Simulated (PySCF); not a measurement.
BBrF₂. Atoms are numbered in the order given.

```xyz
4

B      0.0000     0.0000    -0.9415
F      0.0000    -1.1290    -1.6050
F      0.0000     1.1290    -1.6050
Br     0.0000     0.0000     0.9599
```
Charge 0, spin multiplicity 1.

Coordinates come from a PBE0-D3(BJ)/def2-SVP optimisation.

Calculation: PySCF with KT2/pcSseg-2.

GIAO shieldings, no solvent; atoms alike by connectivity are averaged. δ = σ(ref) − σ: ¹¹B against BF3 (σ = 89.2 ppm); ¹⁹F against CFCl3 (σ = 125.1 ppm), references at their B3LYP-D3(BJ)/def2-TZVP geometries, non-relativistic (without spin–orbit terms, shifts of atoms bonded to Cl or Br come out too high).

Computed chemical shifts:
```json
[
 {"nucleus": "¹¹B", "atoms": "B1", "count": "1", "δ (ppm)": "14.3"},
 {"nucleus": "¹⁹F", "atoms": "F2, F3", "count": "2", "δ (ppm)": "-90.0"}
]
```
